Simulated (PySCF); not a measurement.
A side-by-side comparison of computed properties.

First species: C₇H₆ClF.
Atom-mapped SMILES: `[F:1][C@:2]1([Cl:3])[CH2:4][C:5]12[CH:6]=[CH:7][CH:8]=[CH:9]2` (hydrogens: H10, H11 on C4; H12 on C6; H13 on C7; H14 on C8; H15 on C9)

Structure used (GFN2-xTB), in Å, numbered top down from 1:
```xyz
15
C7H6ClF angstrom
F     -1.6399   -1.8623    0.8238
C     -1.5266   -0.5334    0.5944
Cl    -2.2518    0.3697    1.9054
C     -1.5981   -0.0574   -0.8019
C     -0.2577   -0.0399   -0.0694
C      0.8424   -0.9672   -0.3989
C      2.0060   -0.3315   -0.1910
C      1.7403    1.0171    0.2652
C      0.4139    1.2080    0.3401
H     -2.0701    0.8924   -0.9961
H     -1.7269   -0.8027   -1.5724
H      0.6822   -1.9756   -0.7288
H      2.9916   -0.7336   -0.3345
H      2.5058    1.7332    0.5002
H     -0.1153    2.0911    0.6419
```

Second species: 1,4-pentadiene, C5H8.
Bonds: C1–C2 (double), C2–C3, C3–C4, C4–C5 (double). Hydrogens: H6, H7 on C1; H8 on C2; H9, H10 on C3; H11 on C4; H12, H13 on C5.

Levels: PBE0/def2-SVPD for dipole moment, HOMO energy, LUMO energy, HOMO–LUMO gap, static isotropic polarisability and electronic spatial extent ⟨r²⟩ about the centre of nuclear charge; TDDFT PBE0/def2-SVPD for lowest singlet excitation; TDA PBE0/def2-SVPD for lowest triplet excitation (Tamm–Dancoff); GFN2-xTB for rotational constant A and rotational constant C. Geometries: GFN2-xTB. All species are isolated and taken at one optimised geometry, non-relativistic unless stated. Electronic properties by PySCF.

Dipoles, sizes and rotational constants follow the conformer. The torsions of the flexible species, by atom-mapped SMILES:
- `[CH2:1]=[CH:2][CH2:3][CH:4]=[CH2:5]`: C1–C2–C3–C4 117°, C2–C3–C4–C5 117°

| property | column X | column Y |
| --- | --- | --- |
| dipole moment | 0.13 D | 1.98 D |
| HOMO energy | -7.41 eV | -6.65 eV |
| LUMO energy | -0.14 eV | -1.25 eV |
| HOMO–LUMO gap | 7.27 eV | 5.40 eV |
| lowest singlet excitation | 6.51 eV | 4.59 eV |
| lowest triplet excitation (Tamm–Dancoff) | 4.36 eV | 2.83 eV |
| static isotropic polarisability | 63.0 au | 90.9 au |
| electronic spatial extent ⟨r²⟩ about the centre of nuclear charge | 555 bohr² | 1274 bohr² |
| rotational constant A | 19.666 GHz | 2.608 GHz |
| rotational constant C | 2.392 GHz | 0.924 GHz |

(1) Which column belongs to which species?

(2) How does each property change from the first species to the second?

## Answers

(1) Column X is the second species and column Y the first. The first has 15 atoms and 74 electrons, the second 13 and 38.

(2) dipole moment -1.85 D; HOMO energy -0.76 eV; LUMO energy +1.11 eV; HOMO–LUMO gap +1.87 eV; lowest singlet excitation +1.92 eV; lowest triplet excitation (Tamm–Dancoff) +1.53 eV; static isotropic polarisability -27.9 au; electronic spatial extent ⟨r²⟩ about the centre of nuclear charge -719 bohr²; rotational constant A +17.058 GHz; rotational constant C +1.468 GHz.

On the first: The polarisability is 13.47 Å³ as a volume (1 au = 0.148185 Å³), or 1.23 au for each of the 74 electrons. The dipole equals about 6.6 × 10⁻³⁰ C·m (1 D = 3.33564 × 10⁻³⁰ C·m).

On the second: The vertical singlet–triplet gap S1 − T1 is 2.15 eV (TDDFT singlet less Tamm–Dancoff triplet; S1: HOMO→LUMO, weight 0.90; T1: HOMO→LUMO, weight 0.75). A dipole of 0.13 D is allowed in C2, and pure rotational transitions are dipole-allowed.
